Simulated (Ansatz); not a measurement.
Stepwise reaction of `[SH][Ga]([Cl])[Cl]` with ammonia, as a gas-phase model of exchange steps in deposition or etching. ΔE in kJ/mol; ΔG adds harmonic PBE0-D4 terms to CCSD(T)/CBS, at 1 bar.

Isolated molecules relaxed with PBE0-D4/def2-TZVP in Ansatz; ΔE leaves out vibrations. CCSD(T)/CBS is the MP2 limit (def2-TZVPP, def2-QZVPP) plus CCSD(T) − MP2 in def2-TZVPP, frozen cores. This one scheme is used for every species. DFT in def2-TZVPP. B3LYP here is the variant with VWN-RPA as its local correlation; programs differ in this. For Ga outer-core shells are correlated without core-valence functions, which leaves a few kJ/mol of doubt a bond. Scalar relativity is left out up to krypton. Each species was taken in one conformer, which may not be the lowest.

| step | reaction | PBE-D4 | B3LYP-D4 | ωB97M-V | CCSD(T)/CBS | ΔG(600 K) |
| --- | --- | --- | --- | --- | --- | --- |
| 1 | `[SH][Ga]([Cl])[Cl]` + NH₃ → `[NH2][Ga]([SH])[Cl]` + HCl | 75.5 | 75.8 | 74.7 | 69.3 | 56.7 |
| 2 | `[NH2][Ga]([SH])[Cl]` + NH₃ → `[NH2][Ga]([NH2])[SH]` + HCl | 93.0 | 93.7 | 93.3 | 87.2 | 77.1 |

(1) By hand: ΔE of the 2 steps together at CCSD(T)/CBS.

Answers

(1) (69.3) + (87.2) = 156.5 kJ/mol, or 78.2 kJ/mol a step.

In ΔE each step is higher than the one before. All are uphill at CCSD(T)/CBS. ΔG lies between 56.7 and 77.1 kJ/mol a step. PBE-D4 differs from CCSD(T)/CBS by 5.8 to 6.2 kJ/mol a step. Isolated molecules leave out the surface, adducts and barriers. Largest T1 diagnostic: 0.012.
